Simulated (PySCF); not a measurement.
Working with the constants of TaCl

UHF-CCSD(T) constants of TaCl, quintet, unpaired electrons σ ↑, π ↑, δ ↑↑ (Ta def2-TZVPPD with ECP60, Cl def2-TZVPPD; scalar-relativistic core potentials (PySCF 2.14); masses 180.9480 and 34.9689 u):

| Quantity | Value |
| --- | --- |
| ωe | 373.7 cm⁻¹ |
| ωexe | 1.08 cm⁻¹ |
| Be | 0.10815 cm⁻¹ |
| αe | 0.000424 cm⁻¹ |
| D (centrifugal) | 3.62e-08 cm⁻¹ |
| De to Ta (5d3 6s2) + Cl | 4.02 eV |

Question: Give the vibrational terms G(v) and spacings up to v = 6.

Answer: G(v) = ωe(v+½) − ωexe(v+½)².

| v | G(v) (cm⁻¹) | G(v) − G(v−1) | Bv (cm⁻¹) |
| --- | --- | --- | --- |
| 0 | 187 |  | 0.1079 |
| 1 | 558 | 372 | 0.1075 |
| 2 | 928 | 369 | 0.1071 |
| 3 | 1295 | 367 | 0.1067 |
| 4 | 1660 | 365 | 0.1062 |
| 5 | 2023 | 363 | 0.1058 |
| 6 | 2383 | 361 | 0.1054 |

Question: How well does the Morse estimate ωe²/(4ωexe) reproduce De, and what is D0?

Answer: It gives 4.01 eV, 100 % of the computed De. D0 = De − G(0) = 4.02 − 0.02 = 4.00 eV.

Correlated steps freeze 5 core orbitals. Spin–orbit coupling is left out, which matters for elements this heavy, above all for dissociation energies. The state is the lowest single determinant that the PBE0 search found; with open d or f shells the true ground state can be another one.
